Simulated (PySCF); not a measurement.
Computed with PySCF with B3LYP-D3(BJ)/def2-TZVP // BP86-D3(BJ)/def2-SVP. All species are isolated molecules in the gas phase. One relaxed conformer stands for a flexible species; it need not be the lowest. B3LYP has the VWN-RPA correlation part, as in Gaussian. 

Reference species: [Mo(F)3(NH2)3] (neutral, multiplicity 1).

```yaml
HOMO: -7.79 eV
HOMO–LUMO gap: 4.38 eV
```

Changed species: [Mo(F)2(NH2)4] (4 of 6 F replaced by NH2; the reference has 3 of 6 F replaced by NH2).

Problem. What does the change do to the HOMO and HOMO–LUMO gap?

Solution. the HOMO rises by 1.06 eV, to -6.73 eV; the HOMO–LUMO gap falls by 0.70 eV, to 3.68 eV.
